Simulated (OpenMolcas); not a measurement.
## Sn2+: effect of the level shift or regulariser

| Quantity | Value |
| --- | --- |
| Program | OpenMolcas |
| Basis | ANO-R2 [7s6p4d2f1g] |
| Scalar Hamiltonian | X2C, finite nucleus |
| Active space | 2 electrons in 4 orbitals (5s 5p) |
| State averaging | 2S+1 = 3 even, 3 roots; 2S+1 = 1 even, 7 roots; 2S+1 = 3 odd, 3 roots; 2S+1 = 1 odd, 3 roots |
| Spin-orbit coupling | state interaction with AMFI integrals over the reference wave functions, term energies averaged over their components |

Methods on the same reference wave functions:
A. CASSCF
B. MS-CASPT2, IPEA 0.25 Eh, imaginary shift 0.1 Eh (closed shells correlated: 4d)
C. MS-CASPT2, IPEA 0.25 Eh, imaginary shift 0.3 Eh (closed shells correlated: 4d)

Energies in cm⁻¹ above 5s² ¹S₀, the measured ground level; measured values from Moore, Atomic Energy Levels, vol. III, NSRDS-NBS 35 (1971 reprint of NBS Circular 467, 1958).

| Level | A | B | C | Measured |
| --- | --- | --- | --- | --- |
| 5s² ¹S₀ | 0.0 | 0.0 | 0.0 | 0.0 |
| 5s 5p ³P°₀ | 48701 | 53820 | 53800 | 53548 |
| 5s 5p ³P°₁ | 50155 | 55220 | 55200 | 55196 |
| 5s 5p ³P°₂ | 53378 | 58490 | 58470 | 59229 |
| 5s 5p ¹P°₁ | 85457 | 79420 | 79430 | 79911 |
| 5p² ³P₀ | 123244 | 127500 | 127480 | 127308 |
| 5p² ³P₁ | 125242 | 129700 | 129670 | 130120 |
| 5p² ³P₂ [64 %] | 127704 | 131090 | 131240 | 134567 |
| 5p² ¹D₂ [64 %] | 136803 | 135470 | 135790 | 128205 |
| 5p² ¹S₀ | 156900 | 152860 | 152860 |  |

Deviations, from unrounded energies. A percentage is the sum of absolute deviations over the sum of measured energies, with the sign that they share, or ± where signs differ.

```
           Against measurement  Levels     A     B     C
mean absolute deviation (cm-1)       8  5700  1600  1600
      other configurations (%)       8  ±5.9  ±1.7  ±1.7
```

B, C lie about equally close to measurement and A furthest from it. The largest miss of B in the table is 5p² ¹D₂ [64 %], by +7300 cm-1. The ranking rests on the paired levels alone, and a cruder setting can come out closer through cancelling errors.

Between B and C the level of the table that moves most is 5p² ¹D₂ [64 %], by 320 cm-1 (lowest in B, highest in C). Moves below CASPT2's spread within the term are not significant.

The lowest spin-free term lies below A's lowest term by 0.433 hartree in B, 0.433 hartree in C.

Term energies are means over components that CASPT2 splits; among the terms shown or strongly mixed into the levels shown the widest spread is 15 cm-1 (5p² ¹D, B). Some levels mix across a computed gap that differs much from the measured one, so their mixing is not that of the real levels. The ¹D term of p² mixes with s d, which this space lacks. Computed and measured levels are paired by configuration, term and J; levels that our copy of the source lacks, or whose pairing is in doubt (as where it misses far off the trend of its configuration), stay unpaired and out of the deviations. Only configurations of the active space appear.

A share in square brackets marks a mixed level and gives the weight of the term that names it, the lowest over the columns. ° marks odd parity.
